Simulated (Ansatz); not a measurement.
Wavefunction ladder for C2H6Cl2NY, SMILES `C[N](C)[Y]([Cl])[Cl]`

Z-matrix (Å, degrees):
```
C
Y 1 3.141
N 1 1.445 2 33.6
H 1 1.100 2 124.4 3 -77.3
H 1 1.095 2 77.5 3 180.0
H 1 1.100 2 124.4 3 77.3
Cl 2 2.471 1 138.4 3 -0.1
Cl 2 2.471 1 93.6 3 -180.0
C 2 3.141 1 44.8 3 0.0
H 9 1.095 2 77.5 1 180.0
H 9 1.100 2 124.4 1 -77.3
H 9 1.100 2 124.4 1 77.3
```

The species carries charge 0 and has multiplicity 1. Correlated methods include outer-core shells of Y, which these sets cover unevenly. Y: def2 effective core potential. The geometry is a stationary point of PBE0-D4/def2-TZVP. It is one conformer, not always the lowest. Frozen core, restricted reference, Ansatz.

| basis | HF (Eh) | MP2 corr. |
| --- | --- | --- |
| def2-SVP | -1090.39673 | -0.89496 |
| def2-TZVPP | -1090.86234 | -1.19571 |
| def2-QZVPP | -1090.89724 | -1.32168 |

Task: Estimate the CCSD correlation energy and the (T) correction in each basis where they were run (hartree).

Result: 
| basis | CCSD corr. | (T) |
| --- | --- | --- |
| def2-SVP | -0.95601 | -0.02714 |
